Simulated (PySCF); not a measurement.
Molecule: `C#CC#C[C@H](F)CC`, C$_{7}$H$_{7}$F.

Bonds (- single, = double, # triple, : aromatic): C1#C2, C2-C3, C3#C4, C4-C5, C5-F6, C5-C7, C7-C8. C1 carries H9; C5 carries H10; C7 carries H11, H12; C8 carries H13, H14, H15. Stereochemistry as in C#CC#C[C@H](F)CC. H12 is pro-R; H11 is pro-S.

Frames of a GFN2-xTB Langevin trajectory at 300 K; GIAO PBE0/pcSseg-1 shieldings in PySCF 2.14, gas phase, non-relativistic; equivalent atoms averaged within each frame.

Chemical shifts δ = σref − σ; 13C (σ = 186.93 ppm) and 1H (σ = 31.72 ppm) vs TMS; 19F (σ = 170.95 ppm) vs CFCl3, all at this level. The references are static minima.

How do the shifts (ppm) fluctuate along the trajectory?

## Answers


| time (fs) | C5 | C4 | C3 | C1 | C2 | C7 | C8 | F6 | H10 | H9 |
| --- | --- | --- | --- | --- | --- | --- | --- | --- | --- | --- |
| 250 | 90.2 | 81.8 | 77.3 | 76.9 | 71.5 | 35.5 | 15.3 | -211.9 | 5.57 | 3.00 |
| 425 | 86.8 | 76.5 | 81.7 | 81.4 | 74.5 | 39.7 | 12.5 | -204.3 | 5.80 | 1.81 |
| 625 | 95.1 | 78.4 | 81.9 | 80.2 | 75.0 | 46.8 | 17.4 | -196.7 | 5.84 | 1.80 |
| 800 | 87.6 | 80.9 | 88.7 | 80.3 | 73.1 | 42.5 | 13.9 | -204.9 | 5.38 | 2.67 |
| 1000 | 96.5 | 83.2 | 84.3 | 78.4 | 73.0 | 37.9 | 9.4 | -181.7 | 5.08 | 1.06 |
| mean of frames | 91.2 | 80.2 | 82.8 | 79.4 | 73.4 | 40.5 | 13.7 | -199.9 | 5.53 | 2.07 |
| standard deviation | 4.3 | 2.7 | 4.2 | 1.8 | 1.4 | 4.4 | 3.0 | 11.5 | 0.32 | 0.77 |

5 frames give an uncertainty of the mean of about the standard deviation over 2.2 at best, since frames this close in time may not be independent; classical motion lacks zero-point vibration, and the reference would need the same averaging.
